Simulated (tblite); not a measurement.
Species: C4H8NOSi2 (doublet state).
Bonds: C1–C2, C2–C3 (triple), C3–Si4, Si4–N5, N5–Si6, N5–C7, C7–O8 (double). Hydrogens: H9, H10 on C1; H11, H12 on Si4; H13, H14, H15 on Si6; H16 on C7.

The geometry is computed with GFN2-xTB (gas phase). This method treats the open shell by occupation alone, without spin polarisation.

Problem. Give the optimised bond lengths and angles.

Solution. 
```
            bond  length (Å)   order
           C1–C2       1.343  single
           C2≡C3       1.233  triple
          C3–Si4       1.833  single
          Si4–N5       1.752  single
          N5–Si6       1.782  single
           N5–C7       1.329  single
           C7=O8       1.217  double
           C1–H9       1.076  single
          C1–H10       1.076  single
Si4–H11, Si4–H12       1.466  single
Si6–H13, Si6–H14       1.453  single
         Si6–H15       1.469  single
          C7–H16       1.098  single
```

Bonds in one row agree within 0.01 Å and their mean is given. Orders are formal, as drawn. A selection of angles:
```
      angle  degrees
   C2–C1–H9    121.0
  C2–C1–H10    120.7
  H9–C1–H10    118.3
   C1–C2–C3    179.4
  C2–C3–Si4    178.9
  C3–Si4–N5    107.1
 C3–Si4–H11    110.8
 N5–Si4–H11    107.3
H11–Si4–H12    113.6
 Si4–N5–Si6    129.1
  Si4–N5–C7    125.4
  Si6–N5–C7    105.4
 N5–Si6–H13    108.5
 N5–Si6–H14    108.6
 N5–Si6–H15    101.0
H13–Si6–H14    117.6
H13–Si6–H15    109.9
   N5–C7–O8    120.3
  N5–C7–H16    117.2
  O8–C7–H16    122.5
```

Dihedral angles: C3–Si4–N5–Si6 179° (antiperiplanar); Si4–N5–C7–O8 180° (antiperiplanar). The mirror-image conformer, all signs reversed, is as good.

Si6 and O8 aren't drawn bonded (3 bonds apart) but lie 2.51 Å from each other; Cordero's covalent radii sum to 1.77 Å. Si6 (silicon bonded to N and 3 H) is distorted tetrahedral (angles from 101.0° to 117.6°). C1 (carbon bonded to C and 2 H) is planar (angles 121.0°, 120.7° and 118.3°, sum 360.0°, 0.00 Å off the plane of its three neighbours). Of the pairs four or more bonds apart, those above aside, C3···H16 is among the closest relative to their van der Waals radii: 2.57 Å, 89 % of the sum of Bondi's values. C7 (carbon bonded to N, O and H) is planar (angles 122.5°, 120.3° and 117.2°, sum 360.0°, 0.00 Å off the plane of its three neighbours). N5 (nitrogen bonded to C and 2 Si) is planar (angles 129.1°, 125.4° and 105.4°, sum 360.0°, 0.00 Å off the plane of its three neighbours). The 8 heavy atoms lie in one plane (0.017 Å rms).

GFN2-xTB frequencies show an imaginary mode (28i cm⁻¹), so the point is no minimum at that level. 3 starts were optimised and ended at 0.00, 0.16 and 1.43 kcal/mol (GFN2-xTB); the lowest of these is shown.

On an Arm Neoverse V2 with one thread, shared host, this took 0.49 s wall. These figures are those of the optimisation.
